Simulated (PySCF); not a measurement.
A structure optimised at PBE-D3(BJ)/def2-SVP, used in a PySCF frequency run:

```xyz
8

O      1.9388     0.3967     0.9247
C      2.0208    -0.2545    -0.0858
O      0.9628    -0.7768    -0.7679
Si    -0.6578    -0.5435    -0.3051
F     -0.9051    -1.1735     1.1676
Cl    -1.1474     1.4445    -0.2975
H      2.9726    -0.5252    -0.6089
H     -1.4487    -1.2929    -1.3095
```
Charge 0, spin multiplicity 1.

Problem. Write its SMILES and formula.

Solution. O=CO[Si@@H](F)Cl, CH2ClFO2Si

Problem. What are its rotational constants (standard atomic weights)?

Solution. 3.0373, 1.8386, 1.4966 GHz
